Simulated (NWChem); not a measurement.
## CH6ClNSi (SMILES C[SiH](N)Cl): entropy by statistical mechanics

A singlet with charge 0, relaxed at HF/3-21G (NWChem 7.3.0):

```xyz
10

C    -1.5678   -1.1123    0.2450
Si    0.0642   -0.4088   -0.3975
N     1.4251   -1.1920    0.3042
Cl   -0.0053    1.7573    0.0919
H    -2.4076   -0.5791   -0.1854
H    -1.6488   -2.1614   -0.0219
H    -1.6360   -1.0252    1.3241
H     0.1958   -0.4212   -1.8645
H     1.4217   -1.5533    1.2380
H     2.3381   -1.1662   -0.1057
```

Harmonic wavenumbers in cm⁻¹: 139, 192, 207, 256, 318, 428, 668, 702, 747, 860, 935, 986, 1020, 1030, 1491, 1621, 1627, 1776, 2354, 3195, 3267, 3278, 3733, 3834.

Masses in u: C 12.011, Si 28.085, N 14.007, Cl 35.45, H 1.008. Take T = 298.15 K, p = 1 bar, R = 8.3145 J/(mol K), kT/hc = 207.22 cm⁻¹, rigid rotor and harmonic oscillator.

Q: Compute the standard molar entropy.

A: 
1. Translation (Sackur–Tetrode): S = R[3/2 ln M + 5/2 ln T − 1.1517] with M = 95.601 gives 165.7 J/(mol K).
2. Rotation: principal moments 90.486, 170.715, 233.971 u Å² give A, B, C = 0.1863, 0.0987, 0.0721 cm⁻¹; the symmetry number is σ = 1; q = (√π/σ)√((kT/hc)³/ABC) = 145208; S = R(ln q + 3/2) = 111.3.
3. Vibration: with u = ν̃/207.22, each mode gives R[u/(eᵘ − 1) − ln(1 − e⁻ᵘ)]; the sum is 52.1, most from 139 cm⁻¹ (11.8), 192 cm⁻¹ (9.2), 207 cm⁻¹ (8.7).
4. Spin and the two mirror images of this shape: R ln 2 = 5.8.
5. Sum: 165.7 + 111.3 + 52.1 + 5.8 = 334.9 J/(mol K).

No measured value is set beside it here. Where a soft mode is a torsion, a harmonic oscillator describes it poorly. One conformer is counted; others would raise S. The set lacks polarisation functions, so shape and wavenumbers are rough.
